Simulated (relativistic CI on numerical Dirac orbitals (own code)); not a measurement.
# Hyperfine structure of Pt²⁰⁺, mass number 195

Method of calculation: Dirac-Coulomb-Breit CI, orbitals from a KLI potential per configuration, a model potential for QED, unscaled Slater integrals (own radial code, finite nucleus).

CI space (outside the closed core [Ar] 3d10): 4s2 4p6 4d10 4f12, 4s2 4p6 4d10 4f11 5s, 4s2 4p6 4d10 4f10 5s2, 4s2 4p6 4d10 4f10 5s 5p, 4s2 4p6 4d10 4f11 5p, 4s2 4p6 4d9 4f13, 4s2 4p6 4d8 4f14, 4s2 4p6 4d10 4f11 5f, 4s2 4p6 4d10 4f11 6s, 4s2 4p6 4d9 4f12 5s, 4s2 4p5 4d10 4f13, 4s2 4p6 4d10 4f11 6p, 4s 4p6 4d10 4f13, 4s2 4p4 4d10 4f14, 4s 4p6 4d10 4f11 5s2, 4p6 4d10 4f14. Levels of other configurations are missing.

Nuclear spin I = 1/2, μ = 0.6073 μN (tables of Stone and Pyykkö). The electronic factors are computed for point nuclear moments, without core polarisation or the Bohr-Weisskopf and QED corrections.

| Level | E (eV) | A (MHz) |
| --- | --- | --- |
| 4s2 4p6 4d10 4f12 3H_6 | 0.0000 | 2715 |
| 4s2 4p6 4d10 4f12 3F_4 | 1.1910 | 2727 |
| 4s2 4p6 4d10 4f12 3H_5 | 3.2745 | 3595 |
| 4s2 4p6 4d10 4f12 3F_2 | 4.2647 | 3321 |
| 4s2 4p6 4d10 4f12 3F_3 | 4.8044 | 3195 |
| 4s2 4p6 4d10 4f12 3H_4 | 7.4682 | 4883 |
| 4s2 4p6 4d10 4f12 1I_6 | 9.8544 | 3680 |
| 4s2 4p6 4d10 4f12 3P_1 | 10.5747 | -202 |

Levels with J = 0, under 50 % of one LS term, or S terms without an open s electron are left out. Small factors come from cancelling terms and can be off by tens of per cent or more.

At this charge transitions that keep the count of f electrons are usually good to a few per cent. Terms inside the open d or f shell come out 10 to 20 % too wide with unscaled integrals. Levels that differ in their count of f electrons can be misplaced by several ten thousand cm⁻¹, since the correlation energy of f electrons is missing or only estimated; rates across such gaps can be off by orders of magnitude.

(1) Give the hyperfine levels of 4s2 4p6 4d10 4f12 3H_6 relative to its centre of gravity.

## Answers

(1) With K = F(F + 1) − I(I + 1) − J(J + 1), E = AK/2: F = 11/2: -9503, F = 13/2: 8145 MHz.

LS names give the leading component of a level, which can be under half, so a name can repeat, a term be missing and a line seem to break the LS rules.
